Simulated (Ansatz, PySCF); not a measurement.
germylsulfanylgermane (Ge2H6S), SMILES [GeH3][S][GeH3].

Geometry optimised at B3LYP-D3(BJ)/def2-SVP.

Vertical ionisation energy (IE) and electron affinity (EA) in eV. Rows of orbital energies are one-electron estimates. Where ΔSCF, EOM or ADC give a negative EA the extra electron is unbound and the value depends on the basis.

```csv
level,IE,EA
"−ε(HOMO), −ε(LUMO), HF/def2-TZVP (PySCF)",9.96,-2.96
"−ε(HOMO), −ε(LUMO), PBE/def2-TZVP (PySCF)",?,?
"ΔSCF, PBE0/def2-SVPD (Ansatz), final states of multiplicity 2 and 2",9.15,-0.77
"ΔSCF, PBE/def2-SVPD (Ansatz), final states of multiplicity 2 and 2",9.00,-0.58
```

Q: Fill in the missing entries. (Estimate from the structure and the level; the computed values follow.)

A: 
- −ε(HOMO), −ε(LUMO), PBE/def2-TZVP (PySCF), IE: 5.99
- −ε(HOMO), −ε(LUMO), PBE/def2-TZVP (PySCF), EA: 1.15

Q: What vertical singlet–triplet gap does ΔSCF give with PBE0/def2-SVPD (Ansatz, an electronic-structure program) and with PBE/def2-SVPD (Ansatz)? (Estimate from the structure and the level; the computed values follow.)

A: 4.93 and 4.67 eV (triplet above singlet where positive).
